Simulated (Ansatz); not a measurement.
Geometry optimisation, RKS B3LYP/def2-SVP (Ansatz 0.2.0).

input.yaml

```yaml
crystal:
  periodic: [false, false, false]
  atoms:
    - { symbol: "N", position_ang: [-0.0718, -1.2491, -0.126] }
    - { symbol: Ge, position_ang: [0.1555, 0.636, -0.1481] }
    - { symbol: H, position_ang: [0.3121, -1.5721, 0.7073] }
    - { symbol: H, position_ang: [-1.0723, -1.3406, -0.0151] }
    - { symbol: H, position_ang: [1.01403, 1.09598, 1.06891] }
    - { symbol: H, position_ang: [0.83588, 1.08786, -1.4725] }
    - { symbol: H, position_ang: [-1.27862, 1.29417, -0.05779] }
basis:
  gaussian: { orbitals: def2-SVP }
hamiltonian:
  xc: b3lyp
relax:
  f_tol: 0.015
  max_steps: 40
output:
  orbitals: {}
```

Command:

```bash
$ ansatz run input.yaml --threads 1 --pin off --max-ram 2048MiB --backend cpu --events-out ev --progress --plain --runs-dir out
```

Question: Where does it end, and by what steps?

Answer: The forces met the threshold. After 18 steps the energy has fallen by 0.183 eV; H4 moved furthest, 0.76 Å.

```json
{"step": "0", "energy less start (eV)": "0.0000", "largest force component (eV/Å)": "2.061", "accepted": "yes"}
{"step": "1", "energy less start (eV)": "-0.1170", "largest force component (eV/Å)": "0.653", "accepted": "yes"}
{"step": "2", "energy less start (eV)": "-0.1332", "largest force component (eV/Å)": "0.337", "accepted": "yes"}
{"step": "3", "energy less start (eV)": "-0.1357", "largest force component (eV/Å)": "0.181", "accepted": "yes"}
{"step": "4", "energy less start (eV)": "-0.1389", "largest force component (eV/Å)": "0.061", "accepted": "yes"}
{"step": "5", "energy less start (eV)": "-0.1392", "largest force component (eV/Å)": "0.028", "accepted": "yes"}
{"step": "6", "energy less start (eV)": "-0.1398", "largest force component (eV/Å)": "0.168", "accepted": "yes"}
{"step": "7", "energy less start (eV)": "-0.1402", "largest force component (eV/Å)": "0.200", "accepted": "yes"}
{"step": "8", "energy less start (eV)": "-0.1557", "largest force component (eV/Å)": "0.127", "accepted": "yes"}
{"step": "9", "energy less start (eV)": "-0.1222", "largest force component (eV/Å)": "1.219", "accepted": "no"}
{"step": "10", "energy less start (eV)": "-0.1651", "largest force component (eV/Å)": "0.066", "accepted": "yes"}
{"step": "11", "energy less start (eV)": "-0.1715", "largest force component (eV/Å)": "0.294", "accepted": "yes"}
{"step": "12", "energy less start (eV)": "-0.1810", "largest force component (eV/Å)": "0.076", "accepted": "yes"}
{"step": "13", "energy less start (eV)": "-0.1695", "largest force component (eV/Å)": "0.382", "accepted": "no"}
{"step": "14", "energy less start (eV)": "-0.1824", "largest force component (eV/Å)": "0.035", "accepted": "yes"}
{"step": "15", "energy less start (eV)": "-0.1815", "largest force component (eV/Å)": "0.223", "accepted": "no"}
{"step": "16", "energy less start (eV)": "-0.1829", "largest force component (eV/Å)": "0.018", "accepted": "yes"}
{"step": "17", "energy less start (eV)": "-0.1831", "largest force component (eV/Å)": "0.019", "accepted": "yes"}
{"step": "18", "energy less start (eV)": "-0.1831", "largest force component (eV/Å)": "0.014", "accepted": "yes"}
```

```xyz
7
Properties=species:S:1:pos:R:3
N 0.023 -1.172 0.063
Ge 0.133 0.669 -0.093
H -0.203 -1.490 1.004
H -0.641 -1.601 -0.581
H 1.220 1.139 0.894
H 0.544 0.967 -1.549
H -1.181 1.439 0.218
```

The run took 44 s on 1 thread of Intel(R) Xeon(R) Platinum 8488C (Sapphire Rapids) (shared host), peak memory 0.15 GiB.
